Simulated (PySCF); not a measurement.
A structure optimised at PBE0-D3(BJ)/def2-SVP, used in a PySCF frequency run:

```
Zn
S 1 2.1702
H 2 1.3532 1 92.33
Br 1 2.2367 3 149.05 2 180.00
```
Charge 0, spin multiplicity 1.

Question: Write its SMILES, formula and point group.

Answer: [SH][Zn][Br], BrHSZn, Cs

Question: What are its rotational constants (standard atomic weights)?

Answer: 281.92, 1.0278, 1.0241 GHz
